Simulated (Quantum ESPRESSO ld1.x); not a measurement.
Task: These are the eigenvalues of the occupied orbitals of an atom or ion with whole-number occupations (hartree). Calculated with ld1.x of Quantum ESPRESSO 7.5: Dirac Kohn-Sham, RPBE, spin-unpolarised, spherical densities, point nucleus.

1s1/2: -1480.32
2s1/2: -238.306
2p1/2: -225.045
2p3/2: -208.637
3s1/2: -52.6482
3p1/2: -47.0408
3p3/2: -43.8162
3d3/2: -34.0277
3d5/2: -33.3357
4s1/2: -11.9532
4p1/2: -9.86576
4p3/2: -9.16652
4d3/2: -5.73636
4d5/2: -5.61251
5s1/2: -2.89444
5p1/2: -2.28753
5p3/2: -2.16918

Which element is it, and in what charge state? The configuration may be excited. Open shells, if any, fill j = l - 1/2 first.

Result: Z = 58, cerium, charge +4: Ce4+ in [Xe]. The list shows which subshells hold electrons but not how many an open one holds; the 1s level, -1480.3 hartree, gives Z - s = 54.4 by -(Z - s)^2/2, which with screening and relativity narrows Z to a few neighbours, and the depths of the outer levels then fix element, charge and occupations together.
